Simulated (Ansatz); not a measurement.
Q: Predict a relaxed structure of the cluster AgAu2⁻ (the lowest singlet isomer of a short search), charge -1, singlet, at PBE0-D4/def2-TZVPD (Ansatz).

A: 
```xyz
3

Au   -1.187    1.384    1.886
Au    1.187   -1.377   -1.892
Ag    0.000   -0.008    0.006
```
Point group D∞h (tolerance 0.1 Å). This is one stationary point.

In the def2 sets Ag, Au take a core potential; there is no spin–orbit coupling. The relaxation made no stability test and no search for a lower SCF solution. The structure comes from a short search, and lower isomers may exist.
